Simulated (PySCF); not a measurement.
CdMe2, C2H6Cd (singlet state).
Bonds: Cd1–C2, Cd1–C6. Hydrogens: H3, H4, H5 on C2; H7, H8, H9 on C6.

Computed, not measured: PBE0-D3(BJ)/def2-SVP geometry optimisation, gas phase, def2 core potentials past Kr in PySCF.

(1) List the bond lengths and angles at this level.

Answers

(1) 
```json
{"bond": "Cd1–C2, Cd1–C6", "length (Å)": "2.115"}
{"bond": "C2–H3 and 5 like bonds", "length (Å)": "1.101"}
```

Bonds in one row agree within 0.01 Å and their mean is given. A selection of angles:
```json
{"angle": "C2–Cd1–C6", "degrees": "179.5"}
{"angle": "Cd1–C2–H3", "degrees": "110.7"}
{"angle": "H3–C2–H4", "degrees": "107.9"}
```

Cd1 (cadmium bonded to 2 C) is linear (angle 179.5°).

Point group: near D3d, missed by 0.11 Å at most; the miss may be what the optimiser left on a soft mode (D3 holds within 0.08 Å). PBE0-D3(BJ)/def2-SVP frequencies: not computed here.

The run took 15 s wall on Intel Xeon Platinum 8488C, one thread, on a shared host, and the process peaked at 0.36 GiB of memory. This is the geometry optimisation.
